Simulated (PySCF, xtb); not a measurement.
3-methylbut-1-ene (C₅H₁₀), SMILES C=CC(C)C. One conformer was computed; it need not be the lowest.

Harmonic wavenumbers (cm⁻¹) from GFN2-xTB (xtb) at its own minimum, in rising order: 81, 212, 264, 285, 342, 379, 523, 656, 833, 899, 943, 958, 985, 1027, 1038, 1107, 1152, 1196, 1285, 1312, 1338, 1403, 1414, 1422, 1498, 1500, 1508, 1513, 1721, 2896, 3027, 3029, 3032, 3035, 3038, 3039, 3041, 3106, 3131.

What does PBE0-D3(BJ)/def2-SVP (PySCF) give at its own minimum? (An estimate is asked for; the answer gives what the named calculation found.)

116, 246, 275, 293, 352, 382, 539, 678, 803, 923, 941, 943, 971, 1033, 1043, 1106, 1164, 1205, 1300, 1328, 1354, 1387, 1400, 1426, 1458, 1464, 1473, 1487, 1740, 3021, 3048, 3053, 3143, 3145, 3147, 3150, 3153, 3170, 3264. Paired by order, the mean absolute difference is 36 cm⁻¹ and the zero-point energies are 84.6 and 85.9 kcal/mol.
